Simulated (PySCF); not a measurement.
Point-charge models of `Cn1cc(Cl)nn1` against its computed dipole.

Coordinates (GFN2-xTB, Å) and charges (e) from the PBE0/pcSseg-1 density (PySCF):

```json
{"atom": "C1", "x": "-1.708", "y": "0.139", "z": "-0.006", "Mulliken": "-0.0288", "IAO": "-0.3184", "Hirshfeld": "-0.0469", "ESP-fitted": "-0.3888"}
{"atom": "N2", "x": "-0.313", "y": "-0.188", "z": "0.019", "Mulliken": "-0.4380", "IAO": "+0.0477", "Hirshfeld": "+0.0496", "ESP-fitted": "+0.5657"}
{"atom": "C3", "x": "0.748", "y": "0.643", "z": "-0.075", "Mulliken": "+0.2104", "IAO": "-0.1530", "Hirshfeld": "-0.0375", "ESP-fitted": "-0.4348"}
{"atom": "C4", "x": "1.834", "y": "-0.209", "z": "0.008", "Mulliken": "+0.0724", "IAO": "+0.0100", "Hirshfeld": "+0.0130", "ESP-fitted": "+0.2806"}
{"atom": "Cl5", "x": "3.485", "y": "0.184", "z": "-0.045", "Mulliken": "-0.0670", "IAO": "+0.0151", "Hirshfeld": "-0.0193", "ESP-fitted": "-0.0815"}
{"atom": "N6", "x": "1.379", "y": "-1.467", "z": "0.143", "Mulliken": "-0.2497", "IAO": "-0.1924", "Hirshfeld": "-0.1484", "ESP-fitted": "-0.2784"}
{"atom": "N7", "x": "0.100", "y": "-1.439", "z": "0.148", "Mulliken": "-0.0202", "IAO": "-0.1071", "Hirshfeld": "-0.0720", "ESP-fitted": "-0.2983"}
{"atom": "H8", "x": "-2.263", "y": "-0.792", "z": "0.096", "Mulliken": "+0.1450", "IAO": "+0.1868", "Hirshfeld": "+0.0674", "ESP-fitted": "+0.1337"}
{"atom": "H9", "x": "-1.957", "y": "0.807", "z": "0.820", "Mulliken": "+0.1350", "IAO": "+0.1640", "Hirshfeld": "+0.0612", "ESP-fitted": "+0.1442"}
{"atom": "H10", "x": "-1.972", "y": "0.621", "z": "-0.948", "Mulliken": "+0.1351", "IAO": "+0.1640", "Hirshfeld": "+0.0613", "ESP-fitted": "+0.1434"}
{"atom": "H11", "x": "0.671", "y": "1.703", "z": "-0.185", "Mulliken": "+0.1057", "IAO": "+0.1834", "Hirshfeld": "+0.0715", "ESP-fitted": "+0.2141"}
```

Q: What dipole does each set of charges give (1 e·Å = 4.803 D), and what does the density give?

A: The full density gives (-3.54, 3.86, -0.38) D, 5.25 D in size; dipole vectors point from the negative to the positive end.

```
    scheme     μx    μy     μz  size (D)  share of the full size (%)  angle to the full dipole (°)
  Mulliken  -4.28  4.03  -0.39      5.89                         112                             4
       IAO  -3.53  3.29  -0.32      4.83                          92                             5
 Hirshfeld  -2.71  2.07  -0.20      3.41                          65                            10
ESP-fitted  -3.58  3.79  -0.37      5.22                          99                             1
```

Q: Which set comes closest?

A: Length of the difference vector: ESP-fitted 0.09 D, IAO 0.58 D, Mulliken 0.76 D, Hirshfeld 1.99 D. Closest: ESP-fitted. ESP charges are fitted to the potential around the molecule, whose slowest-falling term is the dipole's. 

Q: What is left for the Hirshfeld atoms' own dipoles?

A: The shares of the density sum to the whole, so what Σ q r misses lies in dipoles about the nuclei. The atomic dipoles sum to (-3.54, 3.86, -0.38) − (-2.71, 2.07, -0.20) = (-0.83, 1.79, -0.18) D, 1.99 D in size.

Q: With the origin at the mean of the coordinates, (0.000, 0.000, -0.002) Å, which are the largest single terms, by size, of the Hirshfeld dipole along the direction of the full one?

A: N6 +1.44, H10 +0.55, H9 +0.54, N7 +0.39, H8 +0.30 D; all 11 atoms together +3.36 D. The single terms depend on the origin, their sum doesn't.

Q: Give the size of the full dipole in other units.

A: 5.25 D = 2.067 au = 1.094 e·Å = 17.52 × 10⁻³⁰ C·m.

Isolated species at its GFN2-xTB geometry, gas phase.
